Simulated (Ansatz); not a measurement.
C2H5B2Cl, relaxed with RKS PBE0-D4/def2-TZVP in Ansatz from a PBE-D4/def2-SVP geometry. The force threshold is 0.005 eV/Å; the program also tests the step.

Total charge 0; spin multiplicity 1. The bonds changed during the relaxation, so this is another structure than the one it started from.

Start:

```xyz
10

C    -1.224    0.134   -1.116
B     0.095   -0.128   -0.315
B     1.354    0.587    0.417
C     0.385   -0.705    1.035
Cl    2.236   -1.016    1.180
H    -1.116   -0.376   -2.100
H    -1.367    1.208   -1.350
H    -2.141   -0.267   -0.640
H     1.832    1.589    0.893
H    -0.054   -1.025    1.995
```

(1) By how much does the energy fall, and how many steps does the optimiser take? (Estimate.)

(2) Which bonds change most? (Best estimate.)

(3) Give the relaxed structure. (An estimate is asked.)

Answers

(1) Computed: 5.63 kJ/mol, in 11 steps, 1 of them rejected.

(2) The calculation gave: C4–Cl5 from 1.882 to 1.821 Å; B3–C4 from 1.729 to 1.704 Å; B3–H9 from 1.209 to 1.187 Å; B2–B3 from 1.621 to 1.601 Å.

(3) Ansatz gave: 
```xyz
10

C    -1.209    0.137   -1.108
B     0.107   -0.085   -0.313
B     1.336    0.610    0.442
C     0.408   -0.702    1.010
Cl    2.199   -1.017    1.119
H    -1.136   -0.452   -2.032
H    -1.345    1.175   -1.420
H    -2.106   -0.207   -0.586
H     1.805    1.571    0.957
H    -0.059   -1.029    1.932
```
